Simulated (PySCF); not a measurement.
H₃NOSe, SMILES O[Se]N.

Coordinates come from a TPSSh-D3(BJ)/def2-TZVP optimisation. Other conformers were not sampled.

The numbers are results of PySCF with TDA-B3LYP/def2-SVPD, not measurements.

Vertical excitations. Gas-phase values at a fixed geometry.

| state | energy (eV) | λ (nm) | f | main pairs |
|---|---|---|---|---|
| S1 | 4.27 | 290 | 0.002 | HOMO→LUMO 93 % |
| S2 | 4.89 | 253 | 0.007 | HOMO→LUMO+1 93 % |
| S3 | 5.66 | 219 | 0.039 | HOMO→LUMO+2 99 % |
| S4 | 6.22 | 199 | 0.039 | HOMO−1→LUMO 75 %, HOMO−2→LUMO 15 % |
| S5 | 6.45 | 192 | 0.011 | HOMO−1→LUMO+1 79 %, HOMO→LUMO+3 13 % |
| S6 | 6.52 | 190 | 0.026 | HOMO→LUMO+3 82 % |
| S7 | 6.87 | 181 | 0.081 | HOMO−2→LUMO 64 %, HOMO−2→LUMO+1 14 %, HOMO−1→LUMO 11 % |
| S8 | 6.92 | 179 | 0.020 | HOMO→LUMO+4 79 %, HOMO→LUMO+5 16 % |
| S9 | 7.04 | 176 | 0.030 | HOMO→LUMO+5 80 %, HOMO→LUMO+4 17 % |
| S10 | 7.34 | 169 | 0.010 | HOMO−1→LUMO+2 75 %, HOMO−2→LUMO+1 21 % |
| T1 | 3.48 | 357 | 0 | HOMO→LUMO 95 % |
| T2 | 4.24 | 293 | 0 | HOMO→LUMO+1 91 % |
| T3 | 5.36 | 231 | 0 | HOMO−1→LUMO 90 % |
| T4 | 5.40 | 230 | 0 | HOMO→LUMO+2 93 % |
Triplets are in the Tamm–Dancoff approximation.
